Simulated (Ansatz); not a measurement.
`N=C(O)[NH][AlH2]` and `N=C(O)[CH2][SnH3]` differ in one atom or group.

Ansatz, PBE0-D4/def2-TZVP geometries, multiplicity 1. Each molecule was computed in one conformer, which needn't be the lowest.

Elements past krypton have def2 core potentials.

```
                                          property  `N=C(O)[NH][AlH2]`
size of the dipole moment (ωB97M-V/def2-TZVPP) / D                2.02
             HOMO–LUMO gap (B3LYP/def2-TZVPP) / eV                5.26
                 LUMO energy (PBE/def2-TZVPP) / eV               -2.21
               HOMO energy (B3LYP/def2-TZVPP) / eV               -6.93
    size of the dipole moment (PBE/def2-TZVPP) / D                1.85
               HOMO–LUMO gap (PBE/def2-TZVPP) / eV                3.68
```

Q: What does the change do to each property? (Estimate.)

A: Computed: 
```json
{"property": "size of the dipole moment (ωB97M-V/def2-TZVPP) / D", "`N=C(O)[CH2][SnH3]`": "1.56", "shift": "-0.46"}
{"property": "HOMO–LUMO gap (B3LYP/def2-TZVPP) / eV", "`N=C(O)[CH2][SnH3]`": "6.98", "shift": "1.72"}
{"property": "LUMO energy (PBE/def2-TZVPP) / eV", "`N=C(O)[CH2][SnH3]`": "-1.03", "shift": "1.18"}
{"property": "HOMO energy (B3LYP/def2-TZVPP) / eV", "`N=C(O)[CH2][SnH3]`": "-7.42", "shift": "-0.49"}
{"property": "size of the dipole moment (PBE/def2-TZVPP) / D", "`N=C(O)[CH2][SnH3]`": "1.41", "shift": "-0.44"}
{"property": "HOMO–LUMO gap (PBE/def2-TZVPP) / eV", "`N=C(O)[CH2][SnH3]`": "5.27", "shift": "1.59"}
```

With PBE0 the HOMO falls by 0.49 eV and the LUMO rises by 1.27 eV, so the gap widens by about 1.76 eV. PBE moves the HOMO by -0.42 eV and ωB97M-V by -0.43 eV. Dipoles are sizes alone; their direction can turn.

B3LYP here is the variant with VWN-RPA as its local correlation; programs differ in this.
